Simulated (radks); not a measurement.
Effect of the nuclear size on the cerium ion Ce3+, [Xe] 4f1. All-electron calculation, Dirac Kohn-Sham, BLYP, spin-unpolarised, spherical densities, finite nucleus; open shells fill j = l - 1/2 first; Fermi nuclear charge, rms radius 4.8771 fm. Program: a radial shooting solver on a logarithmic mesh with Libxc functionals. The rms radius is varied about that value; shifts are against it.

rms radius (fm),total energy shift (eV),density at nucleus (e/bohr^3),1s1/2 shift (meV),2s1/2 shift (meV),4p1/2 shift (meV),5s1/2 shift (meV),5p1/2 shift (meV),4f5/2 shift (meV),6s1/2 (empty) shift (meV)
4.2187,-2.64,3.948e+05,-1100,-134,0.357,-1.07,0.090,0.217,-0.218
4.4528,-1.74,3.904e+05,-721,-88.2,0.235,-0.705,0.059,0.143,-0.143
4.8771,0,3.831e+05,0.000,0.000,0.000,0.000,0.000,0.000,0.000
5.1405,1.14,3.789e+05,474,57.9,-0.154,0.463,-0.039,-0.094,0.094
5.6477,3.47,3.716e+05,1440,176,-0.469,1.41,-0.118,-0.286,0.286

Slopes of the eigenvalues against <r^2> in GHz/fm^2, as finite differences over the two radii next to the reference (eigenvalue slopes, not the field-shift constants of lines): 1s1/2 43800, 2s1/2 5350, 4p1/2 -14.3, 5s1/2 42.8, 5p1/2 -3.59, 4f5/2 -8.68, 6s1/2 (empty) 8.70.
